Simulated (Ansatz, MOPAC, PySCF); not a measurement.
Potential energy curve for SeH, doublet.

Methods: PM7, unrestricted, heats of formation (MOPAC); PM3, unrestricted, heats of formation (MOPAC); UKS-B3LYP/6-31G* = unrestricted B3LYP/6-31G*, spherical d run with PySCF; FCI = Ansatz (a first-principles code) with full CI/aug-cc-pVDZ, cores with 3d frozen.

Energies relative to the lowest point of each curve between 1.26 and 1.79 Å, where full CI is lowest, in eV; the last columns give the difference from FCI:

```csv
R / Å,PM7,PM3,UKS-B3LYP/6-31G*,FCI,PM7 − FCI,PM3 − FCI,UKS-B3LYP/6-31G* − FCI
1.08,2.237,0.664,3.579,3.548,-1.311,-2.884,0.031
1.17,1.157,0.344,1.820,1.795,-0.638,-1.451,0.025
1.26,0.493,0.165,0.788,0.769,-0.276,-0.604,0.018
1.31,0.261,0.099,0.437,0.422,-0.161,-0.323,0.015
1.38,0.066,0.034,0.140,0.131,-0.065,-0.097,0.009
1.44,0.000,0.003,0.024,0.020,-0.020,-0.016,0.004
1.49,0.004,0.000,0.000,0.000,0.004,0.000,0.000
1.52,0.028,0.010,0.011,0.014,0.014,-0.004,-0.002
1.57,0.100,0.049,0.065,0.071,0.030,-0.022,-0.006
1.63,0.232,0.134,0.174,0.183,0.049,-0.048,-0.009
1.71,0.468,0.315,0.373,0.384,0.084,-0.069,-0.010
1.79,0.756,0.554,0.613,0.621,0.135,-0.067,-0.007
1.88,1.122,0.857,0.910,0.907,0.215,-0.050,0.003
2.04,1.823,1.364,1.459,1.415,0.409,-0.051,0.044
2.23,2.515,1.802,2.071,1.948,0.566,-0.146,0.123
2.42,3.041,2.096,2.541,2.367,0.675,-0.271,0.174
2.66,3.379,—,2.907,2.725,0.654,—,0.182
2.98,3.579,—,3.150,2.980,0.599,—,0.170
3.29,3.649,—,3.255,3.084,0.565,—,0.170
3.78,3.679,—,3.319,3.142,0.537,—,0.178
4.34,3.684,—,3.341,3.158,0.526,—,0.183
5.13,3.685,—,3.349,3.163,0.522,—,0.185
```

PM7 is furthest from FCI at 1.08 (-1.311 eV, below); its mean absolute difference over the points is 0.366 eV.

PM3 is furthest from FCI at 1.08 (-2.884 eV, below); its mean absolute difference over the points is 0.381 eV.

UKS-B3LYP/6-31G* is furthest from FCI at 5.13 (0.185 eV, above); its mean absolute difference over the points is 0.070 eV.

A dash means that the run gave no value there, or that the column was ended at a point which the program doubted or which failed a test of continuity chosen for this set; such a test can also cut sound points.

The unrestricted determinant behind UKS-B3LYP/6-31G* is spin-contaminated at 2.23 to 5.13 Å (<S²> up to 1.8, against 0.75 for a pure doublet).
